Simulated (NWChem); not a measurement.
# C$_{2}$H$_{4}$AgN; SMILES [N+](C)#[C-]->[AgH]

def2 effective core potentials on Ag; no spin-orbit coupling.

### Question
Give the equilibrium geometry at PBE0/def2-SVP with def2 effective core potentials on Ag (NWChem) as an XYZ file, with the point group.

### Answer
point group C1; any orientation.
```
8

Ag    -0.7940    -0.0621    -0.9048
H     -1.7834    -0.4710    -2.1503
C      2.0485     1.1066     2.5910
N      1.1815     0.7516     1.5401
C      0.4685     0.4584     0.6685
H      1.9383     2.1761     2.8192
H      3.0885     0.9057     2.2977
H      1.8066     0.5194     3.4882
```
